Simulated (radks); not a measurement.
Valence configurations of Pb I. All-electron calculation, Dirac Kohn-Sham, PBE, spin-unpolarised, spherical densities, finite nucleus; open shells fill j = l - 1/2 first; Fermi nuclear charge, rms radius 5.5012 fm. Program: a radial shooting solver on a logarithmic mesh with Libxc functionals. Energies are relative to [Hg] 6p2; eigenvalues in eV.

| valence | E (eV) | e(4f5/2) | e(4f7/2) | e(5d3/2) | e(5d5/2) | e(6p1/2) |
|---|---|---|---|---|---|---|
| [Hg] 6p2 | 0.000 | -134.18 | -129.15 | -21.632 | -19.058 | -3.993 |
| [Xe] 4f14 5d10 6s1 6p3 | 8.859 | -136.28 | -131.25 | -23.624 | -21.025 | -5.010 |
| [Xe] 4f13 5d10 6s2 6p3 | 135.58 | -153.66 | -148.48 | -28.069 | -25.183 | -5.510 |
| [Xe] 4f14 5d10 6p4 | 18.185 | -138.22 | -133.19 | -25.435 | -22.812 | -5.905 |
| [Xe] 4f12 5d10 6s2 6p4 | 289.73 | -173.76 | -168.43 | -34.660 | -31.461 | -6.966 |
| [Xe] 4f14 5d9 6s2 6p3 | 18.135 | -140.22 | -135.19 | -26.252 | -23.547 | -5.470 |
| [Xe] 4f13 5d10 6p5 | 156.19 | -157.47 | -152.30 | -31.612 | -28.681 | -7.250 |
| [Xe] 4f13 5d9 6p6 | 181.39 | -163.48 | -158.30 | -36.006 | -32.945 | -8.513 |
| [Xe] 4f13 5d10 6s1 6p4 | 145.68 | -155.62 | -150.45 | -29.901 | -26.992 | -6.420 |
| [Xe] 4f13.5 5d10 6s2 6p2.5 | 65.512 | -143.84 | -138.74 | -24.834 | -22.103 | -4.762 |

NIST lists [Hg] 6p2 as the ground configuration; this level of theory agrees among the configurations tried. The energies are those of spherical spin-averaged densities, not of single terms.
